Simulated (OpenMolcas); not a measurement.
# P V: CASPT2 settings compared

```yaml
Program: OpenMolcas
Basis: ANO-R2 [5s4p3d1f]
Scalar_Hamiltonian: X2C, finite nucleus
Active_space: 1 electron in 4 orbitals (3s 3p)
State_averaging: 2S+1 = 2 even, 1 root; 2S+1 = 2 odd, 3 roots
Spin-orbit_coupling: RASSI with atomic mean-field integrals over the reference wave functions, term energies averaged over their components
```

Methods on the same reference wave functions:
A. CASSCF
B. SS-CASPT2, IPEA 0.4 Eh, imaginary shift 0.2 Eh (closed shells correlated: 2s 2p)
C. SS-CASPT2, IPEA 0.75 Eh, imaginary shift 0.05 Eh (closed shells correlated: 2s 2p)

Energies in cm⁻¹ above 3s ²S_1/2, the measured ground level; measured values from Martin, Zalubas and Musgrove, J. Phys. Chem. Ref. Data 14, 751 (1985).

```tsv
Level	A	B	C	Measured
3s ²S_1/2	0.0	0.0	0.0	0.0
3p ²P°_1/2	88836	88800	88799	88652
3p ²P°_3/2	89506	89469	89468	89447
```

Deviations, from unrounded energies. A percentage is the sum of absolute deviations over the sum of measured energies, with the sign that they share, or ± where signs differ.

| Against measurement | Levels | A | B | C |
| --- | --- | --- | --- | --- |
| mean absolute deviation (cm-1) | 2 | 120 | 85 | 84 |
| other configurations (%) | 2 | +0.1 | +0.1 | +0.1 |

B, C lie about equally close to measurement and A furthest from it. The largest miss of C in the table is 3p ²P°_1/2, by +150 cm-1. The ranking rests on the paired levels alone, and a cruder setting can come out closer through cancelling errors.

Between B and C no level of the table moves by more than 5 cm-1.

The lowest spin-free term lies below A's lowest term by 0.189 hartree in B, 0.189 hartree in C.

With one active electron the reference holds no correlation, so core polarisation is missing (holds for A). With one active electron, CASPT2 adds the correlation within the correlated inactive shells and between them and that electron, and leaves the splitting within a term as the reference gives it (holds for B; C). Measured partners are found by configuration, term and J. A level has none where our copy of the source lacks it or the pairing is in doubt (some pairs that miss far off the trend of their configuration count as doubtful), and it then counts in no deviation. Levels of configurations outside the active space are missing.

° marks odd parity.
